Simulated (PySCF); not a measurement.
A structure optimised at PBE0-D3(BJ)/def2-SVP, used in a PySCF frequency run:

```
C
H 1 1.0991
H 1 1.1032 2 107.55
C 1 1.5116 2 112.80 3 -124.49
H 4 1.0998 1 111.72 2 178.71
H 4 1.1007 5 107.89 1 -122.60
H 4 1.1028 5 108.17 6 -116.09
Te 1 2.1688 2 106.09 3 109.00
I 8 2.7142 1 95.69 2 59.98
```
Charge 0, spin multiplicity 1.

Question: Write its SMILES and formula.

Answer: CC[Te]I, C2H5ITe

Question: What are its rotational constants (standard atomic weights)?

Answer: 2.8120, 0.91632, 0.71350 GHz
